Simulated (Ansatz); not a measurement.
A single point on CH$_{6}$InNO (`C[O][InH][NH2]`).

```yaml
crystal:
  periodic: [false, false, false]
  atoms:
    - {symbol: C, position_ang: [-1.274808, -0.241377, 1.083512]}
    - {symbol: O, position_ang: [0.079539, -0.230126, 1.431721]}
    - {symbol: In, position_ang: [1.499986, 0.081326, 0.073700]}
    - {symbol: N, position_ang: [0.669703, 0.455745, -1.716755]}
    - {symbol: H, position_ang: [-1.532555, -1.061385, 0.395795]}
    - {symbol: H, position_ang: [-1.875409, -0.380861, 1.990039]}
    - {symbol: H, position_ang: [-1.606117, 0.697095, 0.614547]}
    - {symbol: H, position_ang: [3.114490, 0.118573, 0.577040]}
    - {symbol: H, position_ang: [-0.283365, 0.172808, -1.884246]}
    - {symbol: H, position_ang: [1.208535, 0.388203, -2.565342]}
basis:
  gaussian: {orbitals: def2-TZVPP}
hamiltonian: {xc: pbe}
correlation: {method: rpa}
```

```sh
$ ansatz run in.yaml --threads 4 --pin off --events-out ev --progress --plain --max-ram 10444MiB
```

Shortened log:

```
Functional definition: PBE
1529 factors; integrals over basis functions are off by at most 1.0e-3 eV
mean field evaluation 1: about -9821.3237 eV, gradient 1.0e2 eV
mean field evaluation 2: about -9821.3147 eV, gradient 1.0e2 eV
mean field evaluation 4: about -9834.2983 eV, gradient 6.2e1 eV
mean field evaluation 8: about -9842.1546 eV, gradient 1.9e0 eV
mean field evaluation 16: about -9842.1594 eV, gradient 1.7e-3 eV
mean field -9842.15935215 eV, -361.6926849362 hartree, gradient 4.8e-6 eV, S^2 0.000000; 0 other end points of the search recorded, 0 dependent functions left out
7 core orbitals not correlated: weight in the atoms' cores, before any rotation towards them, 1.000 or more for the frozen orbitals, at most 0.000 for the correlated occupied ones
reference -9793.04078035 eV, -359.8876107164 hartree; 17, 17 occupied and 203, 203 virtual orbitals, 1529 factors
Total energy: -9832.14154194 eV, -361.3245372016 hartree
```

Hardware: 4 threads of an AMD EPYC 9R45 on a shared host. Wall time 2.3 s, peak host memory 0.59 GiB.
